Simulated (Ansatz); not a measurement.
`[OH][GeH2][NH][SiH](O)F` + `[SiH3]S` → `[OH][GeH2][SH]` + `O[SiH](F)N[SiH3]`  (redistribution)

Program: Ansatz. Geometries: PBE0-D4/def2-TZVP. ΔE: electronic, gas phase. CBS: MP2 limit from def2 TZ/QZ plus the TZ coupled-cluster correction, frozen cores. DFT in def2-TZVPP. B3LYP here is the variant with VWN-RPA as its local correlation; programs differ in this. For Ge outer-core shells are correlated without core-valence functions, which leaves a few kJ/mol of doubt a bond. Scalar relativity is left out up to krypton. One conformer a species, not always the lowest.

```csv
level,ΔE (kcal/mol),difference from CCSD(T)/CBS
ωB97X-V,-3.9,-0.2
B2PLYP,-4.8,-1.1
PBE,-4.3,-0.6
B3LYP,-5.6,-1.9
MP2/def2-TZVPP,-3.7,0.0
CCSD/def2-TZVPP,-4.0,-0.3
HF/def2-QZVPP,-6.9,-3.2
MP2/def2-QZVPP,-3.9,-0.2
MP2/CBS(def2),-3.9,-0.2
CCSD/CBS(def2),-4.2,-0.5
CCSD(T)/CBS,-3.7,0
```

Largest T1 diagnostic among the species: 0.012.

The D4 term adds +0.9 kcal/mol with B3LYP and +0.5 kcal/mol with PBE0; it sums over pairs of atoms, weighted by their polarisabilities, and B3LYP, whose exchange is more repulsive, gets the larger term. In def2-TZVPP, CCSD(T) changes the Hartree–Fock value by +3.2 kcal/mol (the triples alone add +0.5 kcal/mol) and MP2 by +3.0 kcal/mol.
